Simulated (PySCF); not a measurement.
Structure with atom numbers: `[CH:1]#[C:2][Si@H:3]([SiH3:4])[C:5]#[N:6]`; H(Xn) means a hydrogen on atom n.

Geometry: PBE0-D3(BJ)/def2-SVP; GIAO shifts from PySCF, gas phase, non-relativistic, averaged over equivalent atoms.

At PBE0/IGLO-III (278 basis functions, 24 s wall time on 1 thread of an Intel Xeon 6975P-C, shared host):
```csv
atoms,δ (ppm)
C5,125.5
C1,110.8
C2,80.3
Si3,-90.4
Si4,-101.5
N6,367.7
H(Si3),4.97
H(Si4),3.90
H(C1),2.56
```

Referencing at the same level of theory: ¹³C (σref 183.78), ²⁹Si (σref 345.34), ¹H (σref 31.37) against TMS; ¹⁵N (σref 260.55) against NH3.

Predict the values at LC-wPBE/pcSseg-2 on the same geometry.

Answers


```json
{"atoms": "C5", "δ at LC-wPBE/pcSseg-2": "133.6", "change": "+8.1"}
{"atoms": "C1", "δ at LC-wPBE/pcSseg-2": "118.6", "change": "+7.8"}
{"atoms": "C2", "δ at LC-wPBE/pcSseg-2": "86.0", "change": "+5.7"}
{"atoms": "Si3", "δ at LC-wPBE/pcSseg-2": "-87.3", "change": "+3.1"}
{"atoms": "Si4", "δ at LC-wPBE/pcSseg-2": "-102.0", "change": "-0.5"}
{"atoms": "N6", "δ at LC-wPBE/pcSseg-2": "371.2", "change": "+3.5"}
{"atoms": "H(Si3)", "δ at LC-wPBE/pcSseg-2": "4.52", "change": "-0.45"}
{"atoms": "H(Si4)", "δ at LC-wPBE/pcSseg-2": "3.66", "change": "-0.24"}
{"atoms": "H(C1)", "δ at LC-wPBE/pcSseg-2": "2.48", "change": "-0.08"}
```

Chemical shifts δ = σref − σ; ¹³C (σref 188.30), ²⁹Si (σref 346.67), ¹H (σref 31.32) vs TMS; ¹⁵N (σref 264.07) against NH3, all at this level.

The largest change is at C5 (nitrile carbon). Cost: 300 basis functions, 42 s wall time on 1 thread of an Intel Xeon 6975P-C, shared host. The order of the carbon signals is the same at both levels.

Experimental scales use liquid or dissolved standards, which lie at an offset from isolated NH3 (liquid NH3: subtract about 20 ppm). Unscaled 15N shifts of sp2 nitrogen often come out too high even then, by a few to some tens of ppm.
